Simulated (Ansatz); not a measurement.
Two isomers of C2H5FGeO: A = `[CH3][Ge@H]1[O][C@@H]1F`, B = `C[C@H]1[O][Ge@@H]1[F]`.

Computed with Ansatz on PBE0-D4/def2-TZVP structures; ΔE is electronic, products minus reactants. CCSD(T)/CBS is the MP2 limit (def2-TZVPP, def2-QZVPP) plus CCSD(T) − MP2 in def2-TZVPP, frozen cores. Functionals use def2-TZVPP. B3LYP here is the variant with VWN-RPA as its local correlation; programs differ in this. For Ge outer-core shells are correlated without core-valence functions, which leaves a few kJ/mol of doubt a bond. Scalar relativity is left out up to krypton.

A:

```xyz
10

C     0.1841    1.6883    0.1521
Ge   -0.2800   -0.0406   -0.5865
O     0.9997   -1.3203   -0.1254
C    -0.2049   -1.6839    0.4056
F    -0.7276   -2.8249   -0.1248
H     0.3679    1.5902    1.2214
H    -0.6264    2.3997   -0.0106
H     1.0864    2.0611   -0.3347
H    -0.5393   -0.1198   -2.0921
H    -0.2598   -1.7499    1.4949
```

B:

Z-matrix (Å, degrees):
```
C
C 1 1.495
H 1 1.092 2 110.8
H 1 1.095 2 109.1 3 -119.0
H 1 1.091 2 112.0 3 121.8
O 2 1.441 1 115.9 3 -173.1
Ge 2 1.899 1 125.4 3 -97.9
H 2 1.092 1 114.2 3 53.3
F 7 1.731 2 119.2 1 163.8
H 7 1.521 2 132.8 1 -20.2
```

Task: Which isomer does CCSD(T)/CBS put lower? Give the gap. (Estimate.)

Result: Computed: B, by 20.5 kcal/mol.

Task: Give E(B) − E(A) in kcal/mol with MP2/def2-TZVPP, ωB97M-V, CCSD(T)/def2-TZVPP, PBE-D4, B3LYP-D4, B3LYP, r2SCAN-D4. (An estimate is asked.)

Result: Computed: MP2/def2-TZVPP -21.7, ωB97M-V -19.0, CCSD(T)/def2-TZVPP -20.0, PBE-D4 -17.0, B3LYP-D4 -18.9, B3LYP -18.7, r2SCAN-D4 -18.5. None reverses the order clearly.

Largest T1 diagnostic: 0.014.

From PBE to PBE0 (25 % exact exchange), in def2-TZVPP and without D4, E(B) − E(A) moves by −1.0 kcal/mol.
